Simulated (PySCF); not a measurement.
A structure optimised at B3LYP-D3(BJ)/def2-SVP, used in a PySCF frequency run:

```
Ti
H 1 1.6568
I 1 2.5381 2 101.33
I 1 2.5381 2 101.33 3 -120.00
I 1 2.5381 2 101.33 4 -120.00
```
Charge 0, spin multiplicity 1.

Write its SMILES, formula and point group.

[I][TiH]([I])[I], HI3Ti, C3v

What are its rotational constants (standard atomic weights)?

0.42327, 0.42327, 0.21433 GHz
